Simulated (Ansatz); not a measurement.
One change: `CSC(C)(C)C` becomes `C[C](C)(C)[Ga]([F])[Cl]`.

Ansatz, PBE0-D4/def2-TZVP geometries, multiplicity 1. 

Scalar relativity is left out up to krypton.

```tsv
property	`CSC(C)(C)C`
size of the dipole moment (B3LYP/def2-TZVPP) / D	1.51
HOMO–LUMO gap (ωB97M-V/def2-TZVPP) / eV	10.92
HOMO energy (ωB97M-V/def2-TZVPP) / eV	-8.43
HOMO energy (PBE0/def2-TZVPP) / eV	-6.19
size of the dipole moment (ωB97M-V/def2-TZVPP) / D	1.51
HOMO energy (B3LYP/def2-TZVPP) / eV	-5.97
```

**Question.** Give the same properties after the change, and the shifts. (An estimate is asked.)

**Answer.** Computed: 
```csv
property,`C[C](C)(C)[Ga]([F])[Cl]`,shift
size of the dipole moment (B3LYP/def2-TZVPP) / D,3.55,2.04
HOMO–LUMO gap (ωB97M-V/def2-TZVPP) / eV,10.87,-0.05
HOMO energy (ωB97M-V/def2-TZVPP) / eV,-10.11,-1.68
HOMO energy (PBE0/def2-TZVPP) / eV,-7.98,-1.79
size of the dipole moment (ωB97M-V/def2-TZVPP) / D,3.45,1.94
HOMO energy (B3LYP/def2-TZVPP) / eV,-7.81,-1.84
```

With PBE0 the HOMO falls by 1.79 eV and the LUMO falls by 1.96 eV, so the gap narrows by about 0.17 eV. PBE moves the HOMO by -1.84 eV and ωB97M-V by -1.68 eV. Dipoles are sizes alone; their direction can turn.

B3LYP here is the variant with VWN-RPA as its local correlation; programs differ in this.
